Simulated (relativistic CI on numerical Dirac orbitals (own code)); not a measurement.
## One change at a time: Bi³⁷⁺

Base calculation: Dirac-Coulomb-Breit CI, separate exchange-only KLI orbitals for each configuration, QED by a radiative potential, unscaled Slater integrals.

Configuration list (outside the closed core [Ar] 3d10): 4s²4p⁶4d¹⁰, 4s²4p⁶4d⁹4f, 4s²4p⁵4d¹⁰4f, 4s4p⁶4d¹⁰4f, 4s²4p⁶4d⁹5s, 4s²4p⁶4d⁹5p, 4s²4p⁶4d⁹5d, 4s²4p⁵4d¹⁰5s, 4p⁶4d¹⁰4f², 4p⁶4d⁹4f³, 4p⁵4d¹⁰4f³, 4p⁶4d⁹4f²5s, 4p⁶4d⁹4f²5p, 4p⁶4d⁹4f²5d. Double excitations out of closed p, d and f shells are left out; levels of such configurations are missing from the list, as are those of other unlisted configurations, and high levels can miss mixing partners. These lack a partner that the ground configuration has and come out too high: 4s²4p⁵4d¹⁰5s.

Variants: (1) non-relativistic limit. Shifts of the energy above 4s²4p⁶4d¹⁰ ¹S0, in eV, for the lowest level and the first level of each name with at least 55 % of one term (blank where a level changes its place among those of its configuration and J or its character, or is not in the variant):

```
           Level     Base     Δ(1)
  4s²4p⁶4d¹⁰ ¹S0    0.000    0.000
4s²4p⁶4d⁹4f ³P°0  234.386   -1.317
4s²4p⁶4d⁹4f ³P°1  237.661   -4.593
4s²4p⁶4d⁹4f ³H°5  242.827   -3.316
4s²4p⁶4d⁹4f ³F°3  246.766         
4s²4p⁶4d⁹4f ³H°6  248.695   -9.184
4s²4p⁶4d⁹4f ³F°4  254.587  -10.526
4s²4p⁶4d⁹4f ³G°5  256.717         
4s²4p⁶4d⁹4f ³D°1  261.378  -17.395
4s²4p⁶4d⁹4f ³H°4  272.783         
4s²4p⁶4d⁹4f ³G°3  281.170  -32.907
4s²4p⁶4d⁹4f ¹P°1  322.238  -21.530
4s²4p⁵4d¹⁰4f ³D1  489.739  -41.504
4s²4p⁵4d¹⁰4f ³D2  494.720  -46.485
4s²4p⁵4d¹⁰4f ³G4  495.388  -44.083
4s²4p⁵4d¹⁰4f ³G5  500.897  -49.592
4s²4p⁵4d¹⁰4f ³F4  508.706         
4s²4p⁵4d¹⁰4f ¹D2  511.764         
 4s²4p⁶4d⁹5s ³D3  543.057  +93.259
 4s²4p⁶4d⁹5s ¹D2  544.333         
 4s²4p⁶4d⁹5s ³D1  574.236  +62.080
 4s²4p⁶4d⁹5s ³D2  575.095
```

At this charge energies of transitions that change n are usually good to better than 1 %, and those within a shell (Δn = 0) to a few per cent.

Ionisation energy from the two ground configurations alone: base 1783.26 eV. The NIST ASD value (theoretical) is 1784 eV.

LS names give the leading component of a level, which can be under half, so a name can repeat, a term be missing and a line seem to break the LS rules.
